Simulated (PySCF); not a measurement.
Tin: highly charged ions in a basis for the neutral atom

Sn(13+) [Kr] 4d1, Sn(14+) [Kr]. Calculation: PySCF 2.14, in cc-pVDZ-PP with ECP28MDF (4s3p2d, 23 functions); scalar relativity through the core potential. No spin-orbit coupling, so a gap to NIST mixes the basis error with missing relativistic terms.

Changed run: basis of the neutral atom used for a highly charged ion. This setting is unsound on purpose.

| species | method | sound run (hartree) | changed run (hartree) | converged |
| --- | --- | --- | --- | --- |
| Sn(13+) | UHF | not run | -155.28792 | yes |
| Sn(13+) | B3LYP | not run | -155.69230 | yes |
| Sn(13+) | r2SCAN | not run | -155.73289 | yes |
| Sn(14+) | UHF | not run | -145.00696 | yes |
| Sn(14+) | B3LYP | not run | -145.35632 | yes |
| Sn(14+) | r2SCAN | not run | -145.41717 | yes |

Ionisation energy of Sn(13+):

```
method  changed run (eV)  NIST (eV)
   UHF            279.76    282 ± 3
 B3LYP            281.26    282 ± 3
r2SCAN            280.70    282 ± 3
```

The contracted functions were made for the neutral atom and can be too rigid for a highly charged ion.
